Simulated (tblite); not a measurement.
Species: C8H8O2.
Bonds: O1–C2 (double), C2–C3, C3–C4 (double), C4–C5, C5–C6 (double), C6–C7, C7–O8, C6–C9, C9–C10 (double), C2–C10. Hydrogens: H11 on C3; H12 on C4; H13 on C5; H14, H15 on C7; H16 on O8; H17 on C9; H18 on C10.

Computed with GFN2-xTB (tblite), gas phase: L-BFGS steps from a force-field or distance-geometry start until the largest atomic force falls under 0.01 eV/Å.

Step 18: E = -796.2688 eV
```
atom  x, y, z in Å  |  force x, y, z in eV/Å
O1     -3.2037    1.6307    0.6842    0.036   0.012  -0.046
C2     -2.1958    0.9824    0.4279    0.055  -0.003   0.073
C3     -2.2027   -0.4636    0.6253   -0.021  -0.002  -0.033
C4     -1.2364   -1.3903    0.4419   -0.002  -0.004   0.013
C5      0.0967   -1.2381   -0.0157   -0.006   0.010   0.019
C6      0.7526   -0.1059   -0.3947   -0.019   0.004  -0.047
C7      2.2114   -0.2737   -0.7740    0.045  -0.020   0.026
O8      2.9690   -0.7856    0.2993    0.027  -0.057   0.051
C9      0.2268    1.2190   -0.4014   -0.034   0.014   0.052
C10    -0.9965    1.6723   -0.0475   -0.006  -0.012  -0.050
H11    -3.1640   -0.8138    0.9847    0.000   0.020   0.006
H12    -1.5066   -2.4127    0.6804    0.002  -0.014  -0.012
H13     0.6738   -2.1542   -0.0545    0.017   0.003  -0.011
H14     2.6418    0.6719   -1.1309   -0.038   0.042   0.028
H15     2.3230   -1.0172   -1.5684   -0.058   0.016  -0.038
H16     2.8290   -0.2348    1.0779    0.034   0.030  -0.018
H17     0.9329    1.9778   -0.7257   -0.006  -0.032  -0.008
H18    -1.1601    2.7421   -0.1204   -0.024  -0.008  -0.004
```

Step 19: E = -796.2699 eV
```
atom  x, y, z in Å  |  force x, y, z in eV/Å
O1     -3.2024    1.6323    0.6828    0.006   0.028  -0.033
C2     -2.1962    0.9814    0.4280    0.038   0.014   0.063
C3     -2.2062   -0.4631    0.6254    0.013  -0.031  -0.030
C4     -1.2386   -1.3883    0.4409   -0.011  -0.040   0.025
C5      0.0946   -1.2381   -0.0158    0.041   0.003   0.001
C6      0.7523   -0.1061   -0.3944   -0.010  -0.045  -0.033
C7      2.2124   -0.2719   -0.7719    0.020  -0.028   0.028
O8      2.9694   -0.7892    0.2988    0.028  -0.046   0.054
C9      0.2258    1.2174   -0.4023    0.022   0.012   0.028
C10    -0.9969    1.6688   -0.0483   -0.020   0.022  -0.039
H11    -3.1661   -0.8140    0.9866   -0.010   0.021   0.005
H12    -1.5072   -2.4111    0.6803   -0.006  -0.012  -0.014
H13     0.6702   -2.1566   -0.0550    0.001   0.043  -0.007
H14     2.6409    0.6766   -1.1236   -0.031   0.025   0.022
H15     2.3231   -1.0130   -1.5683   -0.049   0.020  -0.052
H16     2.8424   -0.2326    1.0753    0.031   0.026  -0.013
H17     0.9318    1.9755   -0.7297   -0.020  -0.031   0.003
H18    -1.1582    2.7382   -0.1204   -0.042   0.020  -0.008
```

Question: Estimate the geometry and energy of step 20. (The exact step hangs on the optimiser's Hessian estimate; all steps are aligned on step 19, rigid shifts and turns removed.)

Answer: E = -796.2708 eV, largest force 0.076 eV/Å
```
atom  x, y, z in Å  |  force x, y, z in eV/Å
O1     -3.2012    1.6342    0.6810   -0.015   0.030  -0.011
C2     -2.1958    0.9808    0.4293    0.004   0.022   0.029
C3     -2.2088   -0.4632    0.6249    0.018  -0.026  -0.007
C4     -1.2407   -1.3870    0.4404    0.013  -0.072   0.020
C5      0.0932   -1.2380   -0.0159    0.039  -0.022  -0.002
C6      0.7519   -0.1070   -0.3947    0.021  -0.053  -0.009
C7      2.2138   -0.2710   -0.7696   -0.010  -0.031   0.022
O8      2.9704   -0.7932    0.2992    0.012  -0.024   0.034
C9      0.2254    1.2158   -0.4026    0.000   0.016   0.016
C10    -0.9980    1.6664   -0.0497    0.038   0.019  -0.031
H11    -3.1680   -0.8136    0.9883   -0.011   0.020  -0.001
H12    -1.5080   -2.4101    0.6800   -0.012  -0.015  -0.015
H13     0.6674   -2.1580   -0.0556   -0.005   0.062  -0.002
H14     2.6395    0.6810   -1.1169   -0.021  -0.003   0.024
H15     2.3224   -1.0089   -1.5692   -0.032   0.027  -0.051
H16     2.8547   -0.2302    1.0729    0.030   0.018  -0.006
H17     0.9304    1.9729   -0.7331   -0.015  -0.015   0.006
H18    -1.1574    2.7353   -0.1205   -0.054   0.049  -0.016
```

The energy changes by -0.0010 eV. The first-order estimate −F·Δx gives -0.0014 eV and the mean of the old and new forces, exact on a quadratic surface, -0.0010 eV. The step makes an angle of 70° with the force vector and moves no atom by more than 0.013 Å.

What follows is the cost of the whole relaxation. The run took 2.3 s wall, 1.9 s CPU on one thread of an Intel Xeon at 2.50 GHz, on a shared host.
